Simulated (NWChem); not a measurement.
**Correlation energy of F2Sn**

```xyz
3

Sn     0.0000     0.0000     0.3462
F      1.4596     0.0000    -0.9616
F     -1.4596     0.0000    -0.9616
```
Charge 0, spin multiplicity 1.

Program: NWChem. All single points use one geometry, from B3LYP/def2-SVP with def2 effective core potentials on Sn, a minimum by its harmonic frequencies.

Basis set: def2-SVP. Each correlation energy counts from its own Hartree-Fock reference.

Effective core potentials replace the inner electrons of Sn; spin-orbit coupling is left out. The correlated methods keep 6 core orbitals frozen. The structure started from a generated list of species. No row is a measurement; the coupled-cluster row has its own basis-set and correlation limits.

Task: Order these methods by the correlation energy they give, lowest first: CCSD(T), MP2, CCSD, CR-CCSD(T).

Result: CCSD(T) (-484.2 mHa), CR-CCSD(T) (-482.3 mHa), CCSD (-474.8 mHa), MP2 (-465.4 mHa)
